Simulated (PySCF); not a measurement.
C₅H₇Cl, SMILES C#C[C@@H](C)CCl.

The structure is a stationary point at B3LYP-D3(BJ)/def2-SVP. The structure was generated by enumeration; whether it is a known compound was not checked. Other conformers were not sampled.

Two levels are set side by side: TDDFT-PBE/def2-SVPD (PySCF) and TDDFT-LC-ωPBE/def2-SVPD (PySCF). Vertical, same geometry. The lowest singlet is HOMO−1→LUMO 60 %, HOMO→LUMO 40 % with PBE and HOMO−1→LUMO+5 19 %, HOMO−1→LUMO 17 %, HOMO−1→LUMO+1 11 %, HOMO−1→LUMO+6 11 % with the other functional; states are paired by order. Differences are taken from unrounded values.

| quantity | TDDFT-LC-ωPBE |
|---|---|
| lowest singlet excitation (eV) | 6.55 |
| lowest triplet excitation (TDA) (eV) | 5.23 |
| first bright state (f over 0.05) (eV) | 8.31 |
| its oscillator strength | 0.06 |

What does TDDFT-PBE give, and how far is it from TDDFT-LC-ωPBE? (The exact figures need the calculation; the answer reports its results.)


```json
[
 {"quantity": "lowest singlet excitation (eV)", "TDDFT-PBE": "5.91", "TDDFT-PBE minus TDDFT-LC-ωPBE": "-0.64"},
 {"quantity": "lowest triplet excitation (TDA) (eV)", "TDDFT-PBE": "5.21", "TDDFT-PBE minus TDDFT-LC-ωPBE": "-0.02"},
 {"quantity": "first bright state (f over 0.05) (eV)", "TDDFT-PBE": "6.13", "TDDFT-PBE minus TDDFT-LC-ωPBE": "-2.18"},
 {"quantity": "its oscillator strength", "TDDFT-PBE": "0.06", "TDDFT-PBE minus TDDFT-LC-ωPBE": "0.00"}
]
```

A lower first singlet is the usual sign of a functional without exact exchange. Differences between two approximate levels are no errors against the true value.

Rough cost on one machine, each run with all the roots and properties that it gave: TDDFT-LC-ωPBE against TDDFT-PBE about 7 times.
